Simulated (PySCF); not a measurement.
C2H7ClSi2.
Numbering: `[Cl:1][CH:2]1[SiH2:3][CH2:4][SiH2:5]1`

Probes without a nucleus sit at each ring's centroid and 1 Å off its mean plane on both sides; NICS is minus the shielding there, NICSzz its component along the normal. Level: GIAO B97-2/pcSseg-2 (PySCF, non-relativistic, gas phase) on the PBE0-D3(BJ)/def2-SVP geometry, one conformer.

Ring bond lengths (Å): C2–Si3 1.913, Si3–C4 1.904, C4–Si5 1.903, Si5–C2 1.913.

**Question.** What do the NICS probes read (ppm)?

**Answer.** 
```
         ring                                                type  NICS(0)  NICS(1), two faces  NICS(1)zz, two faces  rms pucker (Å)  centre to ring atoms, mean (Å)
C2–Si3–C4–Si5  4-membered ring with 2 Si; formal bonds all single     -4.2         -4.1 / -1.7             1.1 / 2.6            0.16                            1.34
```

**Question.** What do they say, and how far can they be read as aromaticity?

**Answer.** 
- C2–Si3–C4–Si5: mean NICS(1)zz 1.9 ppm, near zero. C2, Si3, C4, Si5 have four or more neighbours; no verdict on aromaticity is drawn.

**Question.** What is the mean of the two in-plane components of NICS at the second NICS(1) probe listed for ring C2–Si3–C4–Si5, 1 Å off the ring?

**Answer.** The isotropic value is a third of the trace: (3 × -1.7 − (2.6))/2 = -3.8 ppm.

**Question.** What are the shieldings of the ring atoms and their hydrogens in the same run (means over atoms taken as equivalent)?

**Answer.** 
| atoms | environment | σ isotropic (ppm) | principal values of the symmetric part, first atom (ppm) |
| --- | --- | --- | --- |
| C2 | sp3 C–Cl carbon | 153.3 | 120.2, 141.1, 198.6 |
| Si3 (×2) | SiH2 silicon | 370.4 | 335.9, 358.4, 417.1 |
| C4 | sp3 carbon bound to silicon | 193.9 | 183.5, 195.1, 203.2 |
| H on C2 | methine hydrogen | 28.23 | 22.8, 28.5, 33.4 |
| H on Si3 (×2) | Si–H hydrogen | 26.72 | 24.4, 25.3, 30.5 |
| H on Si3 (×2) | Si–H hydrogen | 26.32 | 22.9, 24.3, 31.7 |
| H on C4 | methylene hydrogen | 31.04 | 27.1, 28.0, 38.0 |
| H on C4 | methylene hydrogen | 30.96 | 26.4, 27.3, 39.2 |

**Question.** How do the values depend on the level or the medium?

**Answer.** 
| level | NICS(0), C2–Si3–C4–Si5 | mean NICS(1)zz, C2–Si3–C4–Si5 |
| --- | --- | --- |
| B97-2/pcSseg-2, gas | -4.2 | 1.9 |
| PBE0/pcSseg-1, gas | -5.2 | 1.5 |
| B3LYP/pcSseg-2, gas | -4.0 | 1.9 |
| B97-D/pcSseg-2, gas | -4.2 | 1.9 |
| BLYP/pcSseg-2, gas | -4.1 | 2.0 |
| BP86/pcSseg-2, gas | -4.3 | 2.1 |
| HF/pcSseg-2, gas | -3.8 | 1.4 |
| KT2/pcSseg-2, gas | -4.2 | 2.0 |

The geometry is the same throughout.
